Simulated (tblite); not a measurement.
Species: C4H7BO2Si.
SMILES with atom numbers: `[OH:1][SiH2:2][BH:3][c:4]1[cH:5][cH:6][o:7][cH:8]1` (hydrogens: H9 on O1; H10, H11 on Si2; H12 on B3; H13 on C5; H14 on C6; H15 on C8)

Computed with GFN2-xTB (tblite), gas phase: L-BFGS steps from a force-field or distance-geometry start until the largest atomic force falls under 0.01 eV/Å.

Step 25: E = -632.3440 eV
```
atom  x, y, z in Å  |  force x, y, z in eV/Å
O1     -2.8909    0.0503    0.4692   -0.006  -0.031   0.023
Si2    -1.9580   -1.3002    0.3507    0.014   0.038  -0.039
B3     -0.3800   -1.0452   -0.8007   -0.033  -0.023   0.015
C4      0.7075   -0.0143   -0.4688   -0.004   0.009  -0.004
C5      0.7992    0.8608    0.6673   -0.010  -0.015   0.001
C6      1.9400    1.5767    0.5296    0.003   0.005  -0.020
O7      2.5787    1.2291   -0.6079    0.011  -0.005  -0.012
C8      1.8431    0.2837   -1.1924   -0.006   0.003  -0.002
H9     -2.5520    0.8673    0.8213    0.029   0.016  -0.015
H10    -1.5849   -1.7184    1.7220   -0.008  -0.008   0.029
H11    -3.0041   -2.2288   -0.0849    0.012   0.000  -0.020
H12    -0.2126   -1.6965   -1.7652    0.040   0.035   0.024
H13     0.1010    0.9210    1.4760   -0.025   0.000   0.039
H14     2.4000    2.3344    1.1327   -0.007   0.001   0.012
H15     2.2086   -0.1119   -2.1198   -0.010  -0.025  -0.031
```

Step 26: E = -632.3444 eV
```
atom  x, y, z in Å  |  force x, y, z in eV/Å
O1     -2.8939    0.0493    0.4746    0.001  -0.007   0.026
Si2    -1.9592   -1.2986    0.3503    0.018   0.008  -0.024
B3     -0.3805   -1.0460   -0.7988   -0.025   0.000   0.007
C4      0.7062   -0.0136   -0.4675    0.006  -0.004  -0.014
C5      0.7998    0.8618    0.6680   -0.013  -0.020   0.006
C6      1.9413    1.5765    0.5286   -0.018   0.012  -0.003
O7      2.5784    1.2290   -0.6094    0.004  -0.002   0.003
C8      1.8415    0.2836   -1.1918    0.005   0.003  -0.020
H9     -2.5498    0.8695    0.8149    0.020   0.007  -0.018
H10    -1.5839   -1.7228    1.7199   -0.011  -0.002   0.024
H11    -3.0034   -2.2277   -0.0874    0.003  -0.002  -0.021
H12    -0.2117   -1.6977   -1.7626    0.041   0.032   0.027
H13     0.1028    0.9206    1.4779   -0.019   0.007   0.036
H14     2.3998    2.3347    1.1317    0.006   0.008   0.015
H15     2.2082   -0.1106   -2.1191   -0.019  -0.039  -0.042
```

Step 27: E = -632.3447 eV
```
atom  x, y, z in Å  |  force x, y, z in eV/Å
O1     -2.8962    0.0490    0.4792    0.006   0.001   0.022
Si2    -1.9599   -1.2968    0.3495    0.013  -0.022   0.004
B3     -0.3814   -1.0465   -0.7970   -0.003   0.028  -0.002
C4      0.7049   -0.0130   -0.4666    0.012  -0.013  -0.017
C5      0.8000    0.8623    0.6687   -0.012  -0.016   0.011
C6      1.9420    1.5765    0.5277   -0.033   0.013   0.013
O7      2.5781    1.2286   -0.6106   -0.008   0.000   0.015
C8      1.8401    0.2833   -1.1917    0.011   0.000  -0.031
H9     -2.5470    0.8710    0.8098    0.015   0.010  -0.017
H10    -1.5834   -1.7255    1.7186   -0.015   0.004   0.011
H11    -3.0015   -2.2276   -0.0906   -0.004  -0.001  -0.020
H12    -0.2105   -1.6981   -1.7600    0.039   0.021   0.020
H13     0.1038    0.9204    1.4802   -0.005   0.010   0.020
H14     2.3994    2.3349    1.1312    0.013   0.008   0.011
H15     2.2071   -0.1106   -2.1191   -0.027  -0.042  -0.040
```

Question: Estimate the geometry and energy of step 28. (The exact step hangs on the optimiser's Hessian estimate; all steps are aligned on step 27, rigid shifts and turns removed.)

Answer: E = -632.3451 eV, largest force 0.057 eV/Å
```
atom  x, y, z in Å  |  force x, y, z in eV/Å
O1     -2.8983    0.0481    0.4846    0.019   0.029   0.026
Si2    -1.9604   -1.2955    0.3487    0.000  -0.047   0.032
B3     -0.3823   -1.0464   -0.7954    0.020   0.048  -0.009
C4      0.7040   -0.0127   -0.4660    0.016  -0.012  -0.012
C5      0.7999    0.8625    0.6696   -0.007  -0.008   0.012
C6      1.9421    1.5768    0.5270   -0.038   0.009   0.022
O7      2.5776    1.2283   -0.6116   -0.019   0.004   0.020
C8      1.8388    0.2831   -1.1921    0.012  -0.003  -0.031
H9     -2.5440    0.8731    0.8040    0.001  -0.010  -0.023
H10    -1.5832   -1.7286    1.7173   -0.018   0.009  -0.002
H11    -3.0002   -2.2271   -0.0939   -0.008   0.001  -0.018
H12    -0.2083   -1.6982   -1.7569    0.034   0.008   0.008
H13     0.1048    0.9204    1.4829    0.009   0.009  -0.002
H14     2.3995    2.3354    1.1308    0.013   0.001   0.003
H15     2.2056   -0.1112   -2.1199   -0.034  -0.036  -0.026
```

The energy changes by -0.0004 eV. The first-order estimate −F·Δx gives -0.0005 eV and the mean of the old and new forces, exact on a quadratic surface, -0.0004 eV. The step makes an angle of 69° with the force vector and moves no atom by more than 0.007 Å.

What follows is the cost of the whole relaxation. Time: 0.9 s of wall time. Hardware: an Arm Neoverse N1 with one thread, on a shared host.
